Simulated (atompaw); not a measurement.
# Reading a pseudo-wave (beryllium)

Columns: radius, all-electron u(r) and pseudo u(r) of the 2s shell (level -13.58 eV) of beryllium in the configuration [He] 2s1 2p0; PBEsol, scalar-relativistic, PAW (atompaw) scheme, atompaw 4.2.0.5.

```
r (bohr)  all-electron  pseudo
   0.115       -0.2419  0.0732
   0.231       -0.2878  0.1461
   0.346       -0.2340  0.2167
   0.462       -0.1325  0.2852
   0.577       -0.0138  0.3498
   0.692        0.1067  0.4102
   0.808        0.2212  0.4665
   0.923        0.3233  0.5169
   1.038        0.4119  0.5616
   1.154        0.4875  0.6005
   1.269        0.5496  0.6328
   1.385        0.5996  0.6588
   1.500        0.6373  0.6782
   1.615        0.6639  0.6911
   1.731        0.6806  0.6981
   1.846        0.6884  0.6991
   1.962        0.6884  0.6946
   2.077        0.6819  0.6852
   2.192        0.6698  0.6715
   2.308        0.6530  0.6537
   2.423        0.6326  0.6329
   2.538        0.6093  0.6094
   2.654        0.5837  0.5837
   2.769        0.5569  0.5569
   2.885        0.5288  0.5288
   3.000        0.5006  0.5006
```

**Question.** How many radial nodes do the two functions have?

**Answer.** The all-electron 2s function has n − l − 1 = 1; the pseudo-wave has 0, since the states of the same l below it are removed with the core.

**Question.** Is the pseudo-wave norm-conserving?

**Answer.** No, it belongs to a PAW set: the norm inside the radius is not constrained, and the difference is carried by the augmentation charge.
